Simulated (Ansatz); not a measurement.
Reaction (hydrogenolysis of the As–Ga bond): `B[As](N)[GaH2]` + H₂ → `B[AsH]N` + `[GaH3]`

Gas-phase electronic energies from Ansatz, PBE0-D4/def2-TZVP geometries. CCSD(T)/CBS is the MP2 limit (def2-TZVPP, def2-QZVPP) plus CCSD(T) − MP2 in def2-TZVPP, frozen cores. This one scheme is used for every species. Functionals use def2-TZVPP. For As, Ga outer-core shells are correlated without core-valence functions, which leaves a few kJ/mol of doubt a bond. Scalar relativity is left out up to krypton. Each species was taken in one conformer, which may not be the lowest.

```
         species  B97M-V energy (Eh)
`B[As](N)[GaH2]`         -4243.17980
              H₂            -1.17250
       `B[AsH]N`         -2318.07255
        `[GaH3]`         -1926.25699
```

Problem. Work out ΔE.

Solution. ΔE = (-2318.07255) + (-1926.25699) − (-4243.17980) − (-1.17250) = 0.02276 Eh = +59.8 kJ/mol. CCSD(T)/CBS gives +79.4 kJ/mol.

Largest T1 diagnostic among the species: 0.016.

From r2SCAN to r2SCAN0 (25 % exact exchange), in def2-TZVPP and without D4, ΔE moves by −6.1 kJ/mol. At CCSD(T), def2-SVP lies −18.6 kJ/mol from the extrapolated value and def2-TZVPP −4.8 kJ/mol.
